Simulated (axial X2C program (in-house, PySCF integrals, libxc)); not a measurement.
Values are calculated unless marked as measured or tabulated.
MoO⁺: input and output

Program: an in-house all-electron X2C program for linear molecules (integrals from PySCF).

Input:
```json
{
 "zs": [
  42,
  8
 ],
 "q": 1,
 "bas": [
  "dyall-cv3z",
  "dyall-av3z"
 ],
 "levels": [
  "PBE0",
  "HF",
  "BHandHLYP"
 ],
 "cc": true,
 "r0": 1.78,
 "thr": -1.0,
 "nmax": 90,
 "npts": 10,
 "nst": 2,
 "ntry": 6
}
```
```bash
python so2c.py task.json out
```

Keys: zs atomic numbers; q charge; bas basis sets; levels methods; cc coupled cluster on or off; r0 starting distance in Å; thr threshold in hartree for freezing inner shells (an s shell follows its p shell); nmax most natural virtual spinors; npts points on the curve; nst determinants followed; ntry starts of the search. HF also brings MP2.

Output of the HF step, 2c, at R = 1.619 Å for the state Ω = 3/2. It starts from PBE0 orbitals of this distance.

```
two-component X2C + atomic mean field  HF
basis functions 208  fitting functions 965  grid points 5075
iter        total energy     max residual
   1      -4119.237479831     2.96e-01
   2      -4119.263676004     1.82e-02
   3      -4119.260777677     2.35e-02
   4      -4119.270739659     4.13e-03
   5      -4119.271742897     4.08e-03
   6      -4119.272658706     3.66e-03
   7      -4119.274165710     3.23e-03
   8      -4119.276546309     2.35e-03
   9      -4119.276896918     1.62e-03
  10      -4119.277100883     8.79e-04
  11      -4119.277098787     5.95e-04
  12      -4119.277119672     1.06e-04
  13      -4119.277120757     6.11e-05
  14      -4119.277121099     1.14e-04
  15      -4119.277121693     7.80e-05
  16      -4119.277122022     4.12e-05
  17      -4119.277122240     3.83e-05
  18      -4119.277122343     2.23e-05
  19      -4119.277122413     1.62e-05
  20      -4119.277122461     1.32e-05
  21      -4119.277122489     5.57e-06
  22      -4119.277122499     3.85e-06
  23      -4119.277122503     1.15e-06
  24      -4119.277122503     5.51e-07
converged
one-electron -5884.84440155  Coulomb 1788.19690088  exact exchange -130.54960299  xc functional 0.00000000  nuclear repulsion 109.82306539  atomic mean-field constant -1.90308423
correlated 11  virtual 293  natural virtual 90  E(MP2) -0.376007388  MP2 remainder -0.013161086
iter   CCSD correlation   residual
   1     -0.330478541   2.20e-01
   2     -0.350366108   1.32e-01
   3     -0.359683546   5.11e-02
   4     -0.363921505   3.03e-02
   5     -0.365902908   1.31e-02
   6     -0.366023542   3.50e-03
   7     -0.366084840   1.39e-03
   8     -0.366117370   4.88e-04
   9     -0.366104258   2.19e-04
  10     -0.366114212   9.46e-05
  11     -0.366109139   3.74e-05
  12     -0.366109668   1.69e-05
  13     -0.366109492   9.07e-06
  14     -0.366109409   5.53e-06
  15     -0.366109472   3.16e-06
  16     -0.366109473   1.75e-06
(T) -0.022168641  T1 0.0859  D1 0.1470  max T2 0.072
```
Energies are in hartree; totals compare only within one Hamiltonian and basis. T1 is large, a sign of multireference character or of a spin-contaminated reference. T1 in the output is the amplitude norm over the root of the electron number; divide by √2 for the Lee–Taylor value. The determinant is spin-polarised beyond a pure state at some levels (its spin-free form has ⟨S²⟩ too high), which makes Re and μ there less reliable.
